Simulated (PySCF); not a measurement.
[CrOI4]- (charge -1 and doublet state).
Bonds: Cr1–O2, Cr1–I3, Cr1–I4, Cr1–I5, Cr1–I6.

Computed by this run: PySCF, PBE0-D3(BJ)/def2-SVP geometry optimisation, gas phase, def2 core potentials past Kr; unrestricted, density fitting, grid level 1; the optimiser is geomeTRIC in internal coordinates, started from a GFN2-xTB structure with every atom displaced at random (about 0.03 Å).

The end geometry, which sets the zero of energy:
```
atom  x, y, z in Å
Cr1     0.0089   -0.0159    0.1673
O2      0.0018   -0.0153    1.6753
I3      2.5809   -0.0220   -0.4612
I4      0.0192    2.5506   -0.4802
I5     -2.5562   -0.0120   -0.4873
I6      0.0086   -2.5814   -0.4833
```

Question: These geometries come from the run, each turned onto the end geometry. Order them by energy, lowest first.
A.
```
atom  x, y, z in Å
Cr1     0.0587   -0.0747    0.1919
O2     -0.0206   -0.0129    1.7266
I3      2.5010    0.0113   -0.5057
I4      0.0834    2.5715   -0.4832
I5     -2.5695   -0.0414   -0.5252
I6      0.0102   -2.5499   -0.4737
```
B.
```
atom  x, y, z in Å
Cr1     0.0331   -0.0488    0.1761
O2      0.0234   -0.0148    1.6898
I3      2.6000    0.0008   -0.4565
I4     -0.0280    2.5477   -0.4882
I5     -2.5386    0.0224   -0.5070
I6     -0.0269   -2.6033   -0.4835
```
C.
```
atom  x, y, z in Å
Cr1     0.0151   -0.0251    0.1743
O2      0.0143   -0.0217    1.6809
I3      2.5839   -0.0142   -0.4550
I4      0.0050    2.5476   -0.4904
I5     -2.5537   -0.0001   -0.4933
I6     -0.0014   -2.5824   -0.4858
```

Answer: C (0.002 eV), B (0.018 eV), A (0.146 eV).

In the order of the answer:

```csv
step,E above end (eV),largest force (eV/Å),rms force component (eV/Å),rms distance from end (Å),rms bond change (Å),bond most changed (Å)
2,0.002,0.20,0.055,0.014,0.006,Cr1–I4 +0.010
1,0.018,0.43,0.146,0.039,0.017,Cr1–I4 +0.034
0,0.146,2.17,0.685,0.067,0.080,Cr1–I3 -0.106
```

The cost below is that of the whole optimisation. The run took 8.5 min on one thread of an Arm Neoverse V1, on a shared host, and the process peaked at 0.78 GiB of memory.
